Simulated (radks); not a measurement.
Values are calculated unless marked as measured or tabulated.
Excited configurations of the ruthenium ion Ru2+: one electron is placed in a higher orbital outside [Kr] 4d5. The ground configuration is [Kr] 4d6. Level of theory: Dirac Kohn-Sham, PBE, spin-unpolarised, spherical densities, point nucleus; open shells fill j = l - 1/2 first (a radial shooting solver on a logarithmic mesh with Libxc functionals). Excitation = E - E(ground); binding = E(ion) - E, where the ion is the core of charge +3; n* = 3/sqrt(2 binding) in atomic units, and the quantum defect is n - n*.

[
 {"outer orbital": "4f5/2", "excitation (eV)": "22.205", "binding (eV)": "8.181", "n*": "3.869", "quantum defect": "0.131", "eigenvalue (eV)": "-6.340", "<r> (bohr)": "5.307"},
 {"outer orbital": "5s1/2", "excitation (eV)": "5.757", "binding (eV)": "24.629", "n*": "2.230", "quantum defect": "2.770", "eigenvalue (eV)": "-20.624", "<r> (bohr)": "2.670"},
 {"outer orbital": "5p1/2", "excitation (eV)": "11.487", "binding (eV)": "18.899", "n*": "2.545", "quantum defect": "2.455", "eigenvalue (eV)": "-15.507", "<r> (bohr)": "3.124"},
 {"outer orbital": "5f5/2", "excitation (eV)": "24.809", "binding (eV)": "5.577", "n*": "4.686", "quantum defect": "0.314", "eigenvalue (eV)": "-4.554", "<r> (bohr)": "9.066"},
 {"outer orbital": "6s1/2", "excitation (eV)": "18.789", "binding (eV)": "11.597", "n*": "3.249", "quantum defect": "2.751", "eigenvalue (eV)": "-9.931", "<r> (bohr)": "5.454"},
 {"outer orbital": "6p1/2", "excitation (eV)": "20.665", "binding (eV)": "9.721", "n*": "3.549", "quantum defect": "2.451", "eigenvalue (eV)": "-8.277", "<r> (bohr)": "6.218"},
 {"outer orbital": "6d3/2", "excitation (eV)": "23.542", "binding (eV)": "6.844", "n*": "4.230", "quantum defect": "1.770", "eigenvalue (eV)": "-5.761", "<r> (bohr)": "8.289"},
 {"outer orbital": "6f5/2", "excitation (eV)": "26.452", "binding (eV)": "3.934", "n*": "5.579", "quantum defect": "0.421", "eigenvalue (eV)": "-3.318", "<r> (bohr)": "13.89"},
 {"outer orbital": "7p1/2", "excitation (eV)": "24.393", "binding (eV)": "5.993", "n*": "4.520", "quantum defect": "2.480", "eigenvalue (eV)": "-5.162", "<r> (bohr)": "10.21"},
 {"outer orbital": "7d3/2", "excitation (eV)": "25.831", "binding (eV)": "4.555", "n*": "5.185", "quantum defect": "1.815", "eigenvalue (eV)": "-3.908", "<r> (bohr)": "12.92"},
 {"outer orbital": "7f5/2", "excitation (eV)": "27.487", "binding (eV)": "2.899", "n*": "6.499", "quantum defect": "0.501", "eigenvalue (eV)": "-2.489", "<r> (bohr)": "19.71"}
]

The Delta-SCF ionisation energy is 30.386 eV (NIST Atomic Spectra Database: 28.470 eV, semi-empirical). Self-interaction in the functional shifts the binding energies and quantum defects, so they are the method's values and not measured ones. Spin polarisation and multiplet splitting are left out, so open shells lie too high by an amount that depends on their filling.

Beside tabulated values, note that spin-unpolarised runs miss the spin-polarisation part of the exchange energy of open shells.
